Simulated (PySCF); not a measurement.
## SMILES [Si@@H]1(F)CC=C(F)[C@@H]1Cl, C4H5ClF2Si

Molfile (atoms numbered from 1):
```
C4H5ClF2Si
     RDKit          3D

 13 13  0  0  0  0  0  0  0  0999 V2000
   -1.6121   -1.0271    1.8954 F   0  0  0  0  0  0  0  0  0  0  0  0
   -0.7500   -0.5473    0.9768 C   0  0  0  0  0  0  0  0  0  0  0  0
    0.5415   -0.8408    0.9972 C   0  0  0  0  0  0  0  0  0  0  0  0
    1.4100   -0.2293   -0.0614 C   0  0  0  0  0  0  0  0  0  0  0  0
    0.2643    1.0011   -0.9526 Si  0  0  1  0  0  4  0  0  0  0  0  0
    0.2254    0.7615   -2.5407 F   0  0  0  0  0  0  0  0  0  0  0  0
   -1.3100    0.3358   -0.0824 C   0  0  1  0  0  0  0  0  0  0  0  0
   -2.3030   -0.6645   -1.2209 Cl  0  0  0  0  0  0  0  0  0  0  0  0
    0.9710   -1.4924    1.7408 H   0  0  0  0  0  0  0  0  0  0  0  0
    1.7832   -1.0087   -0.7298 H   0  0  0  0  0  0  0  0  0  0  0  0
    2.2884    0.2248    0.3970 H   0  0  0  0  0  0  0  0  0  0  0  0
    0.4894    2.4224   -0.7714 H   0  0  0  0  0  0  0  0  0  0  0  0
   -2.0024    1.0649    0.3344 H   0  0  0  0  0  0  0  0  0  0  0  0
  1  2  1  0
  2  3  2  0
  3  4  1  0
  4  5  1  0
  5  6  1  0
  5  7  1  0
  7  8  1  0
  7  2  1  0
  3  9  1  0
  4 10  1  0
  4 11  1  0
  5 12  1  6
  7 13  1  1
M  END
```

Theory: TDDFT PBE0/def2-SVPD circular dichroism and optical rotation, one conformer, gas phase (PySCF). Geometry: GFN2-xTB.

(1) Draw the ECD and absorption spectra from the lowest 8 states, each a Gaussian of half-width 0.2 eV at 1/e height.

Results:

(1) 
| E (eV) | λ (nm) | Δε (L mol⁻¹ cm⁻¹) | ε (L mol⁻¹ cm⁻¹) |
| --- | --- | --- | --- |
| 5.19 | 239 | +0.03 | 4.52 |
| 5.34 | 232 | +0.86 | 127 |
| 5.49 | 226 | +8.80 | 1330 |
| 5.64 | 220 | +35.04 | 5430 |
| 5.79 | 214 | +53.89 | 8490 |
| 5.94 | 209 | +30.51 | 4860 |
| 6.09 | 204 | +6.46 | 1020 |
| 6.24 | 199 | +1.29 | 171 |
| 6.39 | 194 | +0.56 | 76.3 |
| 6.54 | 190 | +0.61 | 287 |
| 6.69 | 185 | +3.76 | 2110 |
| 6.84 | 181 | +7.49 | 5410 |
| 6.99 | 177 | +1.64 | 5670 |

Δε uses R in velocity form, ε uses f in length form. Only the states computed contribute, so the short-wavelength end is incomplete.
